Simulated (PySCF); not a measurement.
# Te²⁺: ionisation energy

Te²⁺ [Kr] 4d10 5s2 5p2 (3P) → Te³⁺ [Kr] 4d10 5s2 5p1 (2P), as a difference of total energies. All numbers are calculated (PySCF 2.14, a scalar-relativistic core potential, in aug-cc-pVTZ-PP with one added diffuse shell each of d, f type with ECP28MDF (6s5p5d3f, 67 functions)). Correlated levels: valence: 4s2 4p6 4d10 frozen. The calculations carry no spin-orbit coupling.

| method | ionisation energy (eV) |
| --- | --- |
| UHF | 26.971 |
| MP2 (valence) | 27.304 |
| SCS-MP2 (valence) | 27.242 |
| CCSD (valence) | 27.342 |
| CCSD(T) (valence) | 27.362 |

Question: How much does correlation contribute at CCSD(T) (valence)?

Answer: 27.362 − (26.971) = 0.391 eV, measured against UHF.

The reference lies between the lowest fine-structure levels, while these numbers refer to the centres of the terms.

Errors of the correlated levels include the incompleteness of this basis and the frozen core.

For comparison: 27.84 ± 0.04 eV (measured; NIST Atomic Spectra Database, ionization energies).
